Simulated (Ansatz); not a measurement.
Consider the cleavage of the Si–B bond: `B[SiH2]CN` + `[NH2][AlH2]` → `NC[SiH2][NH][AlH2]` + BH₃.

Program: Ansatz. Geometries: PBE0-D4/def2-TZVP. ΔE: electronic, gas phase. CBS: MP2 limit from def2 TZ/QZ plus the TZ coupled-cluster correction, frozen cores. This one scheme is used for every species. DFT in def2-TZVPP. B3LYP here is the variant with VWN-RPA as its local correlation; programs differ in this. Each species was taken in one conformer, which may not be the lowest.

| level | ΔE (kJ/mol) | difference from CCSD(T)/CBS |
| --- | --- | --- |
| B3LYP-D4 | -74.8 | 1.9 |
| ωB97X-V | -73.2 | 3.5 |
| B2PLYP | -76.4 | 0.3 |
| PBE | -52.5 | 24.2 |
| r2SCAN | -67.6 | 9.1 |
| PBE0 | -60.8 | 15.9 |
| SCS-MP2/def2-TZVPP | -86.4 | -9.7 |
| HF/def2-QZVPP | -88.5 | -11.8 |
| HF/CBS(def2) | -88.6 | -11.9 |
| MP2/CBS(def2) | -85.8 | -9.1 |
| CCSD(T)/CBS | -76.7 | 0 |

Largest T1 diagnostic among the species: 0.011.

The D4 term adds −6.3 kJ/mol with B3LYP and −3.6 kJ/mol with PBE0; it sums over pairs of atoms, weighted by their polarisabilities, and B3LYP, whose exchange is more repulsive, gets the larger term. From PBE to PBE0 (25 % exact exchange), in def2-TZVPP and without D4, ΔE moves by −8.3 kJ/mol.
